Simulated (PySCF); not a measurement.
Compound: p-divinylbenzene, C10H10.
Atom-mapped SMILES: `[CH2:1]=[CH:2][c:3]1[cH:4][cH:5][c:6]([CH:7]=[CH2:8])[cH:9][cH:10]1` (hydrogens: H11, H12 on C1; H13 on C2; H14 on C4; H15 on C5; H16 on C7; H17, H18 on C8; H19 on C9; H20 on C10)

Method: PBE0-D3(BJ)/def2-SVP geometry optimisation, gas phase in PySCF; density fitting, grid level 2; the optimiser is geomeTRIC in internal coordinates, started from a GFN2-xTB structure.

Step 0: E = -10512.2655 eV
```
atom  x, y, z in Å  |  force x, y, z in eV/Å
C1      3.7723   -0.1116   -0.6562    0.161   0.005  -0.021
C2      2.8293    0.4546    0.0885   -0.247   0.010   0.045
C3      1.3964    0.2054    0.0223    0.043   0.018   0.012
C4      0.5464    0.8981    0.8886    0.032  -0.046  -0.051
C5     -0.8168    0.7003    0.8689   -0.058  -0.075  -0.077
C6     -1.3969   -0.2039   -0.0230   -0.043  -0.018  -0.009
C7     -2.8297   -0.4542   -0.0882    0.248  -0.008  -0.046
C8     -3.7727    0.1122    0.6567   -0.165  -0.004   0.016
C9     -0.5469   -0.8964   -0.8897   -0.032   0.044   0.053
C10     0.8162   -0.6986   -0.8697    0.059   0.075   0.073
H11     4.8113    0.1414   -0.5305    0.555   0.173   0.108
H12     3.5556   -0.8428   -1.4158   -0.179  -0.429  -0.436
H13     3.1229    1.1840    0.8343    0.167   0.293   0.294
H14     0.9703    1.6043    1.5894    0.189   0.285   0.280
H15    -1.4392    1.2549    1.5540   -0.278   0.244   0.304
H16    -3.1233   -1.1846   -0.8334   -0.166  -0.288  -0.286
H17    -3.5578    0.8452    1.4152    0.184   0.424   0.432
H18    -4.8113   -0.1419    0.5308   -0.558  -0.174  -0.107
H19    -0.9702   -1.6030   -1.5906   -0.191  -0.281  -0.276
H20     1.4388   -1.2527   -1.5548    0.280  -0.248  -0.306
```

Task: Estimate the geometry and energy of step 1. (The exact step hangs on the optimiser's Hessian estimate; all steps are aligned on step 0, rigid shifts and turns removed.)

Result: E = -10512.3262 eV, largest force 0.090 eV/Å
```
atom  x, y, z in Å  |  force x, y, z in eV/Å
C1      3.8044   -0.1113   -0.6614    0.046  -0.049  -0.060
C2      2.8493    0.4547    0.0854    0.019   0.062   0.063
C3      1.4069    0.2060    0.0217   -0.014  -0.009  -0.007
C4      0.5504    0.9008    0.8915    0.041   0.051   0.049
C5     -0.8216    0.7031    0.8729   -0.048   0.035   0.045
C6     -1.4074   -0.2048   -0.0219    0.015   0.009   0.006
C7     -2.8497   -0.4539   -0.0854   -0.019  -0.061  -0.063
C8     -3.8051    0.1125    0.6608   -0.044   0.049   0.059
C9     -0.5508   -0.8996   -0.8917   -0.042  -0.051  -0.048
C10     0.8211   -0.7019   -0.8732    0.048  -0.036  -0.045
H11     4.8559    0.1535   -0.5246   -0.029  -0.002   0.002
H12     3.5825   -0.8549   -1.4333    0.012   0.024   0.025
H13     3.1528    1.1923    0.8389   -0.012  -0.023  -0.023
H14     0.9815    1.6152    1.5999   -0.014  -0.022  -0.022
H15    -1.4501    1.2658    1.5680    0.022  -0.017  -0.022
H16    -3.1530   -1.1922   -0.8382    0.012   0.023   0.023
H17    -3.5837    0.8571    1.4319   -0.011  -0.025  -0.025
H18    -4.8564   -0.1529    0.5241    0.029   0.002  -0.002
H19    -0.9819   -1.6141   -1.6001    0.014   0.022   0.022
H20     1.4497   -1.2646   -1.5682   -0.022   0.017   0.022
```

The energy changes by -0.0607 eV. The first-order estimate −F·Δx gives -0.1249 eV and the mean of the old and new forces, exact on a quadratic surface, -0.0614 eV. The step makes an angle of 51° with the force vector and moves no atom by more than 0.047 Å.

The cost below is that of the whole optimisation. The run took 40 s of wall time on an Intel Xeon 6975P-C with one thread, on a shared host, and the process peaked at 0.92 GiB of memory.
